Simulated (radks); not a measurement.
Initial-state core-level shifts of neutral rhenium when its valence configuration changes from [Xe] 4f14 5d5 6s2. All-electron calculation, scalar-relativistic Kohn-Sham, PBE, spin-polarised, spherical densities, finite nucleus; open shells are filled with parallel spins first (spin-orbit coupling, left out, can overturn this in heavy ions); Fermi nuclear charge, rms radius 5.3698 fm. Program: a radial shooting solver on a logarithmic mesh with Libxc functionals. Shifts are changes of the shell-averaged eigenvalues in eV (positive: less bound); the change of the density at the nucleus, which sets a Mossbauer isomer shift, is in e/bohr^3, on a base of 1.649e+06.

| valence | 3s | 3p | 4p | 4d | density at nucleus |
|---|---|---|---|---|---|
| 4f14 5d7 | +3.639 | +3.639 | +3.649 | +3.663 | -179.5 |
| 4f12 5d5 6s2 6p2 | -35.402 | -35.342 | -31.469 | -30.531 | +285.5 |
| 4f14 5d6 6s1 | +2.129 | +2.129 | +2.134 | +2.140 | -88.4 |
| 4f14 5d4 6s2 6p1 | -4.414 | -4.414 | -4.404 | -4.410 | +37.7 |
| 4f13 5d6 6s2 | -12.763 | -12.736 | -11.002 | -10.546 | +100.3 |
| 4f13 5d7 6s1 | -10.299 | -10.272 | -8.542 | -8.081 | +2.8 |
| 4f12 5d6 6s2 6p1 | -30.779 | -30.720 | -26.882 | -25.943 | +244.2 |
| 4f14 5d5 6s1 6p1 | -1.392 | -1.392 | -1.397 | -1.396 | -69.1 |
| 4f13 5d5 6s2 6p1 | -17.069 | -17.042 | -15.299 | -14.848 | +137.1 |
